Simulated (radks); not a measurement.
Values are calculated unless marked as measured or tabulated.
Problem. Mean orbital radii <r> (bohr) of neutral krypton, [Kr], of relativity; Dirac values are averaged over j with weights 2j + 1. Spin-unpolarised spherical Kohn-Sham, PBE, point nucleus unless stated (finite: rms radius 4.1884 fm), a radial shooting solver on a logarithmic mesh with Libxc functionals. A level marked "c x" has the speed of light scaled by that factor and shares open shells by 2j + 1; other Dirac levels either fill j = l - 1/2 first or share by 2j + 1.

shell  non-rel.
1s      0.04245
2s       0.1878
2p       0.1619
3s       0.5415
3p       0.5453
3d       0.5538
4s        1.603
4p        1.952

Give the values at the level "Dirac, 2j+1 shares".

Solution. 
shell  Dirac, 2j+1 shares  change of magnitude (%)
1s                0.04148                    -2.28
2s                 0.1832                    -2.43
2p                 0.1600                    -1.16
3s                 0.5302                    -2.09
3p                 0.5404                    -0.90
3d                 0.5559                    +0.38
4s                  1.572                    -1.92
4p                  1.946                    -0.31
